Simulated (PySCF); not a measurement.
Task: What does the PBE0-D3(BJ)/def2-SVP structure of `O=COC[C@@H](F)CF` look like in three dimensions?

Result: 
Z-matrix in Å and degrees, rows numbered from 1:
```
O 
C   1  1.1948
O   2  1.3366  1  126.31
C   3  1.4197  2  117.70  1    -3.75
C   4  1.5080  3  109.61  2  -112.13
F   5  1.3746  4  109.82  3    68.18
C   5  1.5169  4  112.18  3  -172.39
F   7  1.3698  5  109.47  4    62.06
H   2  1.1093  1  125.10  3   179.16
H   4  1.0993  3  108.15  2   128.94
H   4  1.1004  3  109.71  2     9.07
H   5  1.1041  4  109.33  3   -50.34
H   7  1.1036  5  110.10  4   -58.22
H   7  1.1018  5  109.51  4  -177.66
```

Of the pairs four or more bonds apart, O1···H11 is among the closest relative to their van der Waals radii: 2.26 Å, 83 % of the sum of Bondi's values. The C–O distances run from 1.195 Å (O1=C2, drawn double) to 1.420 Å (O3–C4, drawn single), a spread of 0.225 Å.

Theory: PySCF, PBE0-D3(BJ)/def2-SVP geometry optimisation, gas phase.

Point group: C1 (no symmetry element, even within 0.4 Å). Whether it is a minimum is left open (no frequencies). The numbers are those of one conformer (O1–C2–O3–C4 -4°, C2–O3–C4–C5 -112°, O3–C4–C5–F6 68°, C4–C5–C7–F8 62°).

Hardware: one thread, Arm Neoverse N1 (aarch64), no GPU, on a shared host. Cost: 2.1 min of wall time, 0.61 GiB resident at most. That covers the optimisation of the geometry.
